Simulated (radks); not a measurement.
Spherical quantum dot in the effective-mass picture: electrons in a hard-walled sphere of radius 12, with a point charge +1 (a donor) at the centre, all in effective atomic units (hartree* = m*/eps^2 hartree, bohr* = eps/m* bohr), one dielectric constant everywhere. Method: non-relativistic Kohn-Sham, LDA (Slater exchange, Perdew-Wang correlation), spin-polarised, spherical densities; computed with a radial shooting solver with Libxc functionals. Levels are named by radial order and angular momentum (1s, 1p, 1d, 2s, ...), and open shells are averaged over m.

N = 18, configuration 1s2 1p6 1d(up 5, down 4) 2s(up 1, down 0). This is the lowest configuration that the search found (a dilute case). Occupied and some empty levels:

level    occupation  eigenvalue (hartree*)  <r> (bohr*)
1s up             1                 1.6257        1.764
2s up             1                 1.6669        8.940
1s down           1                 1.6685        9.006
1p up             3                 1.6788        9.130
1p down           3                 1.6821        9.130
1d up             5                 1.7044        9.234
1d down           4                 1.7077        9.233
1f up             0                 1.7415        9.341
1f down           0                 1.7448        9.339
2s down           0                 1.7707        2.555
1g up             0                 1.7894        9.445
1g down           0                 1.7927        9.444
2p up             0                 1.8962        6.018
2p down           0                 1.9042        6.260

Energy (hartree*): total 14.2823, kinetic 2.9067, external -2.8587, Hartree 16.925, exchange-correlation -2.6907.
